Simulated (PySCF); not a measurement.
BrHOS2W, SMILES [W]([Br])(=[O])([SH])=[S], multiplicity 1.

Geometry optimised at B3LYP-D3(BJ)/def2-SVP. The multiplicity is an assumed one; other spin states were not compared. The def2 effective core potentials stand for the cores of W; spin–orbit coupling is left out. Other conformers were not sampled.

Two levels are set side by side: TDA-PBE/def2-SVPD (PySCF) and TDA-PBE0/def2-SVPD (PySCF). Vertical, same geometry. The lowest singlet is HOMO→LUMO 91 % with PBE and HOMO→LUMO 52 %, HOMO→LUMO+1 44 % with the other functional; states are paired by order. Differences are taken from unrounded values.

| quantity | TDA-PBE0 |
|---|---|
| lowest singlet excitation (eV) | 3.17 |
| lowest triplet excitation (TDA) (eV) | 2.79 |

### Question
What does TDA-PBE give, and how far is it from TDA-PBE0? (An estimate is asked for; the answer gives what the named calculation found.)

### Answer

| quantity | TDA-PBE | TDA-PBE minus TDA-PBE0 |
|---|---|---|
| lowest singlet excitation (eV) | 3.01 | -0.16 |
| lowest triplet excitation (TDA) (eV) | 2.68 | -0.11 |

A lower first singlet is the usual sign of a functional without exact exchange. Differences between two approximate levels are no errors against the true value.

Rough cost on one machine, each run with all the roots and properties that it gave: TDA-PBE0 against TDA-PBE within a factor of 2.
